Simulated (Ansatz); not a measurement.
Mulliken charges of `FCB1N[SiH2]1` from ωB97M-V/def2-TZVPP in Ansatz (PBE0-D4/def2-TZVP geometry).

| atom | x (Å) | y (Å) | z (Å) | charge (e) |
| --- | --- | --- | --- | --- |
| F1 | -0.144 | 2.112 | 1.548 | -0.242 |
| C2 | -0.089 | 0.726 | 1.557 | 0.093 |
| B3 | -0.002 | 0.098 | 0.131 | 0.049 |
| N4 | 0.074 | -1.181 | -0.389 | -0.233 |
| Si5 | 0.089 | -0.112 | -1.780 | 0.081 |
| H6 | 0.780 | 0.429 | 2.159 | 0.096 |
| H7 | -0.980 | 0.358 | 2.082 | 0.096 |
| H8 | 0.099 | -2.129 | -0.048 | 0.113 |
| H9 | -1.086 | -0.226 | -2.681 | -0.027 |
| H10 | 1.341 | -0.125 | -2.578 | -0.027 |

Q: By hand: the dipole of these point charges (1 e Å = 4.8032 D).

A: Σ q r = (0.002, -0.328, 0.267) e Å, of length 0.423 e Å = 2.03 D.

Q: How does the dipole of the full density compare? (An estimate is asked.)

A: Computed: (0.023, -0.592, 0.027) e Å, 2.85 D; the point charges give 0.71 times that, at 37° from its direction.

Point charges leave out the atoms' own dipoles, such as those of lone pairs, and Mulliken's split depends on the basis, so the two needn't agree.
